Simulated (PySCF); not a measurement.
PySCF job for C4H5FSi, SMILES C(/C(=C/[SiH3])F)#C, SMD-PBE0/def2-SVP. The structure is a stationary point at B3LYP-D3(BJ)/def2-SVP. The structure was generated by enumeration; whether it is a known compound was not checked.

```python
import numpy as np
from pyscf import gto, scf, dft
from pyscf.solvent import smd

mol = gto.M(
    atom='''
    C     0.46852463   -3.17228505   -0.00000000
    C     0.19638095   -1.99021735   -0.00000000
    C    -0.12053785   -0.59962948    0.00000000
    F    -1.44867093   -0.35138283    0.00000000
    C     0.74331445    0.42695845    0.00000000
    Si    0.18886361    2.22106377    0.00000000
    H     0.71024443   -4.21893869   -0.00000000
    H     1.80464904    0.16535813   -0.00000000
    H    -0.62594650    2.52499886   -1.21072555
    H    -0.62594650    2.52499886    1.21072554
    H     1.40485429    3.08217611    0.00000000
    ''',
    basis='def2-SVP',
    charge=0,
    spin=0,
    max_memory=1600,
    verbose=3,
)
mf = dft.RKS(mol, xc='pbe0').density_fit(auxbasis='def2-universal-jkfit')
mf.grids.level = 3
mf.conv_tol = 1e-9
mf.max_cycle = 100
mf.kernel()
res = {}
for name in ['water', 'tetrahydrofuran', 'ethylethanoate']:
    s = mf.SMD()
    s.with_solvent.solvent, s.with_solvent.sasa_ng = name, 194
    s.kernel(mf.make_rdm1())
    res[name] = (s.e_tot, s.with_solvent.get_cds(), s.dip_moment(), s.mo_energy, s.converged)
    print(f'SMD {name}: dG(solv) = {(s.e_tot - mf.e_tot) * 627.509474:.3f} kcal/mol, of which CDS {res[name][1] * 627.509474:.3f}')
```

Log of the run:

```
converged SCF energy = -543.972573770292
converged SCF energy = -543.969104456908
Dipole moment(X, Y, Z, Debye):  1.88757, -1.34792,  0.00000
SMD water: dG(solv) = 2.177 kcal/mol, of which CDS 5.985
converged SCF energy = -543.975305984867
Dipole moment(X, Y, Z, Debye):  1.78133, -1.30513,  0.00000
SMD tetrahydrofuran: dG(solv) = -1.714 kcal/mol, of which CDS 1.362
converged SCF energy = -543.975594242554
Dipole moment(X, Y, Z, Debye):  1.75691, -1.29431,  0.00000
SMD ethylethanoate: dG(solv) = -1.895 kcal/mol, of which CDS 1.006
```

The run converged.
